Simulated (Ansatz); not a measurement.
H5BSi2, SMILES `[SiH2]=B[SiH3]` (charge 0, multiplicity 1).

Calculation: HSE06/cc-pVTZ // PBE0-D3(BJ)/def2-TZVP (Ansatz, an electronic-structure program).

Ansatz 0.2 input:
```yaml
crystal:
  periodic: [false, false, false]
  atoms:
    - { symbol: Si, position_ang: [2.11747, -0.154823, -0.023277] }
    - { symbol: B, position_ang: [0.288569, -0.098635, 0.042341] }
    - { symbol: Si, position_ang: [-1.670291, 0.076456, 0.045993] }
    - { symbol: H, position_ang: [2.900241, 0.901769, -0.699863] }
    - { symbol: H, position_ang: [2.887156, -1.256338, 0.594124] }
    - { symbol: H, position_ang: [-2.255018, 0.211577, 1.406981] }
    - { symbol: H, position_ang: [-1.898519, 1.348026, -0.702693] }
    - { symbol: H, position_ang: [-2.369608, -1.028032, -0.663608] }
basis:
  gaussian: { orbitals: cc-pVTZ }
hamiltonian:
  xc: hse06
```

Output:

```
Functional definition: HSE06
1080 factors; their error is unknown
98 factors; integrals over basis functions are off by at most 2.1e-6 eV
mean field evaluation 1: about -16500.6517 eV, gradient 1.9e1 eV
mean field evaluation 2: about -16498.8619 eV, gradient 2.6e1 eV
mean field evaluation 4: about -16502.1007 eV, gradient 1.4e0 eV
mean field evaluation 8: about -16502.1067 eV, gradient 1.7e-2 eV
mean field evaluation 16: about -16502.1684 eV, gradient 5.5e-5 eV
mean field -16502.16835936 eV, -606.4435016351 hartree, gradient 5.5e-5 eV, S^2 0.000000; 0 other end points of the search recorded, 0 dependent functions left out
reference -16502.16840352 eV, -606.4435032580 hartree; 19, 19 occupied and 149, 149 virtual orbitals, 1080 factors
Total energy: -16502.16840352 eV, -606.4435032580 hartree
```
